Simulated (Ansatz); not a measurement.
Reaction (substitution at a C–In bond): `C=C[CH2][InH2]` + `OCF` → `C=CCOCF` + `[InH3]`

Gas-phase electronic energies from Ansatz, PBE0-D4/def2-TZVP geometries. CCSD(T)/CBS is the MP2 limit (def2-TZVPP, def2-QZVPP) plus CCSD(T) − MP2 in def2-TZVPP, frozen cores. Functionals use def2-TZVPP. B3LYP here is the variant with VWN-RPA as its local correlation; programs differ in this. Elements past krypton have def2 core potentials. For In outer-core shells are correlated without core-valence functions, which leaves a few kJ/mol of doubt a bond. One conformer a species, not always the lowest.

`C=C[CH2][InH2]`:

```xyz
11

C    -0.944    1.204    0.132
C     0.001    0.672   -0.672
C     1.254    0.050   -0.236
In   -0.032   -1.594    0.484
H    -0.768    1.358    1.192
H    -1.883    1.560   -0.271
H    -0.246    0.566   -1.728
H     1.724    0.514    0.628
H     1.960   -0.164   -1.030
H    -0.740   -2.647   -0.670
H    -0.326   -1.519    2.172
```

`OCF`:

Z-matrix (Å, degrees):
```
C
F 1 1.381
O 1 1.370 2 111.1
H 1 1.091 2 107.8 3 -117.4
H 1 1.096 2 106.3 3 123.2
H 3 0.962 1 109.3 2 70.7
```

`C=CCOCF`:

```xyz
13

C    -0.562   -1.983    1.357
C     0.243   -1.334    0.530
C    -0.175   -0.166   -0.289
O     0.742    0.899   -0.069
C     0.452    2.033   -0.767
F     0.688    1.866   -2.120
H    -0.226   -2.853    1.909
H    -1.591   -1.671    1.508
H     1.273   -1.654    0.399
H    -0.169   -0.431   -1.354
H    -1.191    0.154   -0.022
H    -0.604    2.320   -0.672
H     1.119    2.820   -0.409
```

`[InH3]`:

```xyz
4

In    0.000    0.000    0.000
H    -0.278    0.936    1.421
H     1.197   -1.240    0.006
H    -0.920    0.304   -1.426
```

(1) Is it downhill or uphill in electronic energy at CCSD(T)/CBS, and by how much? (Estimate.)

(2) What do these levels give: B3LYP-D4, ωB97X-V, PBE0, B3LYP, SCS-MP2/def2-TZVPP, CCSD/def2-TZVPP? (An estimate is asked.)

Largest T1 diagnostic among the species: 0.014.

## Answers

(1) Computed: Uphill: ΔE = +76.6 kJ/mol.

(2) The calculation gave: B3LYP-D4 58.1, ωB97X-V 51.8, PBE0 65.0, B3LYP 54.3, SCS-MP2/def2-TZVPP 68.7, CCSD/def2-TZVPP 59.9 kJ/mol.

In def2-TZVPP, CCSD(T) changes the Hartree–Fock value by +37.9 kJ/mol (the triples alone add +6.1 kJ/mol) and MP2 by +55.8 kJ/mol. From PBE to PBE0 (25 % exact exchange), in def2-TZVPP and without D4, ΔE moves by −3.4 kJ/mol. The D4 term adds +3.8 kJ/mol with B3LYP and +1.7 kJ/mol with PBE0; it sums over pairs of atoms, weighted by their polarisabilities, and B3LYP, whose exchange is more repulsive, gets the larger term.
